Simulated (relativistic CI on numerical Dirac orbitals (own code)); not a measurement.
**Ta3+ (5d2) in a crystal field**

Calculated by Dirac-Coulomb-Breit CI, KLI orbitals optimised for each configuration, QED by a radiative potential, valence Slater integrals scaled by 0.9, one configuration in a parametric crystal field (own radial code). With so little scaling, terms lie 10 to 35 % too far apart, which can change the order of excited levels.

Field parameters in Wybourne normalisation: Oh B⁴₀ = 21Dq, B⁴₄ = √(5/14) B⁴₀. The field is a parameter set, without covalency.

S is read from ⟨S²⟩ = S(S + 1).

Site symmetry Oh; labels are those of the double group. Computed levels in cm⁻¹ above the lowest, in rising order:

```tsv
Δ (size of 10Dq)	Lowest	No. 2	No. 3	No. 4	No. 5	No. 6	No. 7	No. 8
7000	E	607 T2	3802 T1	5524 A1	7491 T2	8210 A2	10108 T1	10566 E
12600	E	414 T2	3425 T1	4756 A1	10361 T2	12106 E	12918 A2	14547 T1
18250	E	291 T2	3163 T1	4316 A1	11098 T2	11813 E	18068 A2	18997 T2
23850	E	218 T2	2989 T1	4041 A1	11182 T2	11609 E	23328 A1	23359 A2
29450	E	171 T2	2867 T1	3853 A1	11161 T2	11462 E	23698 A1	28749 A2
35050	E	140 T2	2777 T1	3716 A1	11120 T2	11353 E	23911 A1	34197 A2
40650	E	117 T2	2709 T1	3613 A1	11079 T2	11269 E	24050 A1	39682 A2
```

Ground-state S against |10Dq| in cm⁻¹: 7000: 0.98, 12600: 0.98, 18250: 0.98, 23850: 0.98, 29450: 0.98, 35050: 0.98, 40650: 0.98.

No abrupt spin change occurs in this range.
